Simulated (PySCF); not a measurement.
Compound: C6H8NOS (doublet state).
SMILES with atom numbers: `[CH3:1][NH:2][C:3]1=[CH:4][CH:5][C@@H:6]([CH:7]=[O:8])[S:9]1` (hydrogens: H10, H11, H12 on C1; H13 on N2; H14 on C4; H15 on C5; H16 on C6; H17 on C7)

Structure used (GFN2-xTB), in Å, numbered top down from 1:
```
atom  x, y, z in Å
C1     2.8317   -0.3070   -0.2112
N2     1.6981   -0.9947    0.3568
C3     0.5161   -0.3553    0.5795
C4     0.0565    0.8393    0.0521
C5    -1.2228    1.1826    0.4340
C6    -1.9380    0.1070    1.1693
C7    -2.8026   -0.3138    0.0014
O8    -3.9238    0.0897   -0.1906
S9    -0.6877   -1.1430    1.5927
H10    3.2420    0.4561    0.4605
H11    2.5323    0.1732   -1.1420
H12    3.6061   -1.0387   -0.4305
H13    1.9121   -1.7267    1.0183
H14    0.6717    1.4740   -0.5605
H15   -1.7188    2.1035    0.1967
H16   -2.5184    0.4073    2.0406
H17   -2.2615   -0.9413   -0.7277
```

The hyperfine couplings belong to this conformer and change with its torsions.

Method used: UKS B3LYP, pcH-1 on C H N O S, non-relativistic, mean-field spin-orbit, GIAO (PySCF). The structure is a single GFN2-xTB conformer in the gas phase; no vibrational or solvent corrections. The geometry wasn't refined by DFT: couplings that depend on bond lengths, twists or pyramidal angles can differ widely from those at the functional's own minimum. The frame is twisted about the N2–C3 bond at this geometry (dihedral C1–N2–C3–C4 = 18°); couplings at other torsion angles weren't computed. No stability test was run, so a lower SCF solution isn't excluded.

(1) What is the g tensor, term by term?

(2) What effective moment and Curie constant follow for a powder?

(3) At 33.801 GHz, how far is the centre of the isotropic spectrum from where a free electron (g = 2.002319) resonates?

(4) In a frozen sample, at which fields do the three g values resonate at 9.5, 34, 94 and 263 GHz (hyperfine left aside), and which band first spreads them over more than twice a line width of 1.0 mT?

Answers

(1) 
```json
{"Δg (ppm)": "relativistic mass correction", "1": "-190", "2": "-190", "3": "-190"}
{"Δg (ppm)": "gauge correction", "1": "-6", "2": "29", "3": "36"}
{"Δg (ppm)": "orbital Zeeman/spin–orbit", "1": "-332", "2": "2499", "3": "4081"}
{"Δg (ppm)": "total", "1": "-528", "2": "2338", "3": "3926"}
```

So g = 2.00179, 2.00466, 2.00625 and g_iso = 2.00423; the tensor is rhombic: the two nearest values differ by 36 % of g3 − g1. 

(2) With the mean of g² = 4.0169 and S(S+1) = 0.75: μ_eff = √(⟨g²⟩S(S+1)) = 1.736 μB and χT = 0.12505·⟨g²⟩·S(S+1) = 0.377 cm³ K/mol (cgs; spin-Hamiltonian part alone).

(3) B = hν/(g μB) with μB/h = 13.99624 MHz/mT gives 1206.10 mT for the free electron and 1204.95 mT at g_iso, 1.15 mT lower.

(4) 
```json
{"band": "X", "GHz": "9.5", "B(g3) mT": "338.32", "B(g2) mT": "338.59", "B(g1) mT": "339.07", "spread mT": "0.75"}
{"band": "Q", "GHz": "34.0", "B(g3) mT": "1210.83", "B(g2) mT": "1211.79", "B(g1) mT": "1213.52", "spread mT": "2.69"}
{"band": "W", "GHz": "94.0", "B(g3) mT": "3347.59", "B(g2) mT": "3350.24", "B(g1) mT": "3355.04", "spread mT": "7.45"}
{"band": "J", "GHz": "263.0", "B(g3) mT": "9366.13", "B(g2) mT": "9373.55", "B(g1) mT": "9386.97", "spread mT": "20.84"}
```

The spread grows in proportion to the frequency. Q band is the first where it exceeds 2.0 mT.

Largest spin populations (Mulliken): C5 (+0.54), C3 (+0.33), C4 (-0.11) and N2 (+0.09). The positive populations add up to 1.19 and the negative ones to -0.19, together 2S = 1. The angles at C5 add up to 359.9°, so it is planar.

The HOMO–LUMO gaps are 3.36 eV among the α and 4.85 eV among the β orbitals.

On one thread of an AMD EPYC 7R43, shared host with 256 logical CPUs at a one-minute load of 45, this took 1.7 min (grids of density and orbitals included) and 1.1 GiB of memory at its peak.
